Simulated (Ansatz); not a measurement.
Ideal-gas functions of CH4GeO2, SMILES `O=C[O][GeH3]` at 800 K and 1 bar, from an Ansatz frequency run at PBE0-D4/def2-TZVP.

Molar mass 120.65 g/mol, point group Cs (symmetry number 1), electronic degeneracy 1, moments of inertia 36.755, 168.37, 198.524 u Å². Harmonic wavenumbers (cm⁻¹, unscaled): 146, 176, 266, 554, 605, 628, 820, 840, 864, 876, 1061, 1257, 1380, 1792, 2193, 2204, 2211, 3042.

Use S(trans) = R[1.5 ln M + 2.5 ln T − 1.1517]; rotational temperatures θ = 24.2544 K / I; S(rot) = R[ln(√π/σ · √(T³/θAθBθC)) + 1.5]; for each mode x = 1.438777 ν̃/T, S = R[x/(eˣ − 1) − ln(1 − e⁻ˣ)] and H = RT x/(eˣ − 1); 1 cm⁻¹ = 0.0119627 kJ/mol; R = 8.31446 J/(mol·K).

Q: By hand: the entropy, in J/(mol·K).

A: Translation 189.1. Rotation: θ = 0.6599, 0.1441, 0.1222 K, giving 119.1. Vibration, mode by mode: 19.46, 17.91, 14.52, 8.68, 8.01, 7.73, 5.80, 5.63, 5.44, 5.34, 4.10, 3.10, 2.61, 1.45, 0.81, 0.80, 0.79, 0.23, in all 112.4. Electronic 0.0. Sum 420.6 J/(mol·K).

Q: By hand: H − E and G − E in kJ/mol, counted from the electronic energy.

A: Zero-point energy ½ × 20915 × 0.0119627 = 125.1; thermal vibration 47.1; translation, rotation and pV give 4 RT = 26.6. H − E = 198.8 kJ/mol, and G − E = 198.8 − 800 × 420.6/1000 = -137.7 kJ/mol.

Vibration gives 27 % of the entropy, 19.5 J/(mol·K) of it from the mode under 150 cm⁻¹: soft modes count most, and the harmonic formula is weakest for them. The sum counts one conformer and one mirror image; others add a mixing term.
